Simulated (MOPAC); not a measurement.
MOPAC input (PM6):

```
PM6 FORCE THERMO(298,298) PRECISE LET UHF MS=0.5 GEO-OK AUX(PRECISION=9) THREADS=1
IMg

Mg    0.00000000 1    0.00000000 1   -2.11935547 1
I    -0.00000000 1    0.00000000 1    0.47517247 1
```

From the output:

```
     I    2   1.015366   1.015361

          HEAT OF FORMATION =      12.385222 KCALS/MOLE

          ZERO POINT ENERGY       0.416 KCAL/MOL

           NORMAL COORDINATE ANALYSIS (Total motion = 1 Angstrom)

   Root No.       1

                 1 Sig

                 290.7

           1    0.8393
           2    0.0000
           3   -0.0000
           4   -0.1607
           5   -0.0000
           6    0.0000

           MASS-WEIGHTED COORDINATE ANALYSIS (NORMAL COORDINATES)

   Root No.       1

                 1 Sig

                 290.7

           1    0.9161
           2   -0.0000
           3   -0.0000
           4   -0.4009
           5    0.0000
           6    0.0000

          DESCRIPTION OF VIBRATIONS

 VIBRATION          1    1Sig        ATOM PAIR     ENERGY CONTRIBUTION    RADIAL
 FREQUENCY           290.66         Mg1 -- I 2        +100.0% (100.0%)    100.0%
 TRANSITION DIPOLE   2.9562
 TRAVEL (Ang.)       0.1066
 REDUCED MASS       20.3983
 EFFECTIVE MASS     35.3824
 FORCE CONSTANT      1.0154

      SYMMETRY NUMBER FOR POINT-GROUP C*v =  1

          SYSTEM IS A GROUND STATE

 IMg

          MOLECULE IS LINEAR

          THERE ARE  1 GENUINE VIBRATIONS IN THIS SYSTEM
          THIS THERMODYNAMICS CALCULATION IS LIMITED TO
          MOLECULES WHICH HAVE NO INTERNAL ROTATIONS

                    CALCULATED THERMODYNAMIC PROPERTIES
                                          *
   TEMP. (K)   PARTITION FUNCTION   H.O.F.    ENTHALPY  HEAT CAPACITY ENTROPY
                                   KCAL/MOL   CAL/MOLE    CAL/K/MOL  CAL/K/MOL

 298.00  VIB.     0.1326D+01                   270.8037     1.6908     1.4692
         ROT.     0.1687D+04                   592.1869     1.9872    16.7536
         INT.     0.2237D+04                   862.9906     3.6780    18.2229
         TRA.     0.1798D+28                  1480.4672     4.9680    40.9483
         TOT.                       12.385    2343.4577     8.6461    59.1712

   *: NOTE: HEATS OF FORMATION ARE RELATIVE TO THE
            ELEMENTS IN THEIR STANDARD STATE AT 298K
              (=  Standard Enthalpy of Formation).

            Hvib:  Zero-point energy is not included.
                   frequencies of less than zero cm-1 are not included.
            Hrot = (3/2)RT
            Htra = (3/2)RT + pV = (5/2)RT

            Heat capacity is Cp, not Cv

          For more information, see: HTTP://OpenMOPAC.net/Manual/thermochemistry.html

           FORCE CONSTANT IN CARTESIAN COORDINATES (Millidynes/A)

    ATOM   CHEMICAL       X               Y               Z
   NUMBER   SYMBOL  FORCE CONSTANT  FORCE CONSTANT  FORCE CONSTANT

      1      Mg        1.015366        0.000324        0.000324
      2       I        1.015366        0.000324        0.000324

 **********************
 *                    *
 * JOB ENDED NORMALLY *
 *                    *
 **********************

 == MOPAC DONE ==
```
